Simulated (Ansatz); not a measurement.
# Energy profile

The step: BBrF₂ ([F][B]([F])[Br]) + HCl → BClF₂ ([F][B]([F])[Cl]) + HBr; bonds formed: B1–Cl6, Br2–H5; bonds broken: B1–Br2, H5–Cl6 (atoms numbered as in the saddle structure below).

```xyz
6
angstrom
B -0.1884 -0.5793 0.0084
Br -0.8937 1.2992 -0.8907
F -1.0389 -0.9755 0.9363
F 0.2047 -1.4072 -0.9411
H 0.5309 1.3396 0.0437
Cl 1.3853 0.3232 0.8433
```

Electronic energies by CCSD(T) at an estimated basis limit (MP2 extrapolated from triple and quadruple zeta, plus CCSD(T) − MP2 in triple zeta), on PBE0-D4/def2-TZVP structures; BHBrClF2, closed shell; no counterpoise correction. Program: Ansatz 0.2.0. Basis: def2-TZVPP and def2-QZVPP. Cores are frozen in the correlated methods. Filled d shells of the heavier atoms are correlated. The def2 sets are not built for correlating such inner shells, so the correlated values are less sure here. Extrapolation: Hartree–Fock as exp(−7.88 √X), correlation as X^−2.97.

**Question.** Give the profile in kcal/mol, counted from the separated reactants. (An estimate is asked for; the value comes from the calculation.)

**Answer.** Computed:
```tsv
point	kcal/mol
separated: BBrF2 (linked as [F][B]([F])[Br]; B1, Br2, F3, F4; singlet) + HCl (H5, Cl6; singlet)	0.00
start structure	-2.11
saddle	21.24
end structure	-4.57
separated: BClF2 (linked as [F][B]([F])[Cl]; B1, F3, F4, Cl6; singlet) + HBr (Br2, H5; singlet)	-2.32
```

The T1 diagnostic stays at or below 0.012.

For scale, one of the runs: CCSD(T)/def2-TZVPP, 197 basis functions, launched by `ansatz run in.yaml --threads 4 --pin off --events-out ev --progress --plain --max-ram 9574MiB`. Time: 2.3 min of wall clock on 4 CPU threads of an Intel Xeon; the host was shared. Peak host memory: 2.6 GiB.
